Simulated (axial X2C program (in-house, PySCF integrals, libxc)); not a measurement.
Spin–orbit effects down a group: molecules with Sb, PBE0

All values come from calculations with an in-house all-electron X2C program for linear molecules (integrals from PySCF), spin-free (one-electron X2C) or two-component (2c: spin–orbit coupling with atomic mean-field Coulomb and Gaunt terms, which also bring small scalar terms), in Dyall basis sets with cores contracted in-house; open shells are unrestricted.

Basis sets: H dyall-v3z, K dyall-v3z, Li dyall-cv3z, Na dyall-cv3z, Rb dyall-cv3z, Sb dyall-cv3z, Sb dyall-v3z.

| molecule | spin-free state | Re (Å) | ωe (cm⁻¹) | De (eV) | 2c state | Re 2c (Å) | ωe 2c (cm⁻¹) | De 2c (eV) |
| --- | --- | --- | --- | --- | --- | --- | --- | --- |
| SbH | M_S = 1, Λ = 0 | 1.716 | 1934.4 | 2.58 | Ω = 1 | 1.717 | 1927.9 | 2.52 |
| LiSb | M_S = 1, Λ = 0 | 2.612 | 399.3 | 1.56 | Ω = 1 | 2.609 | 397.6 | 1.53 |
| NaSb | M_S = 1, Λ = 0 | 2.917 | 207.7 | 1.24 | Ω = 1 | 2.917 | 206.3 | 1.21 |
| KSb | M_S = 1, Λ = 0 | 3.315 | 147.2 | 1.23 | Ω = 1 | 3.308 | 146.3 | 1.21 |
| RbSb | M_S = 1, Λ = 0 | 3.442 | 109.4 | 1.23 | Ω = 1 | 3.434 | 108.7 | 1.21 |

Task: Work out the shifts from the spin-free to the two-component result.

Result: 

```json
{"molecule": "SbH", "2c state": "Ω = 1", "ΔRe (Å)": "0.001", "Δωe (cm⁻¹)": "-6.5", "ΔDe (eV)": "-0.06"}
{"molecule": "LiSb", "2c state": "Ω = 1", "ΔRe (Å)": "-0.003", "Δωe (cm⁻¹)": "-1.7", "ΔDe (eV)": "-0.03"}
{"molecule": "NaSb", "2c state": "Ω = 1", "ΔRe (Å)": "0.000", "Δωe (cm⁻¹)": "-1.4", "ΔDe (eV)": "-0.03"}
{"molecule": "KSb", "2c state": "Ω = 1", "ΔRe (Å)": "-0.007", "Δωe (cm⁻¹)": "-0.9", "ΔDe (eV)": "-0.02"}
{"molecule": "RbSb", "2c state": "Ω = 1", "ΔRe (Å)": "-0.008", "Δωe (cm⁻¹)": "-0.7", "ΔDe (eV)": "-0.02"}
```

Shifts of one unit in the last digit are rounding.

Each entry is the lowest single determinant of a limited PBE0 search at one distance. De goes to single-determinant-based atoms at the same level (for ions the charge split of lowest energy) and is withheld (n/a) where an atom does not fit its ground term or J level. Main or longest-lived isotopes. One determinant is a doubtful description, or other states lie close, for SbH, LiSb, NaSb, KSb, RbSb; these need not be ground states, and all values refer to the states named. Some open-shell Ω = 0 determinants are out of reach, so the Ω given for SbH, LiSb, NaSb, KSb, RbSb need not be the lowest component. With several unpaired electrons the Ω given is that of one determinant, not necessarily of the lowest component.
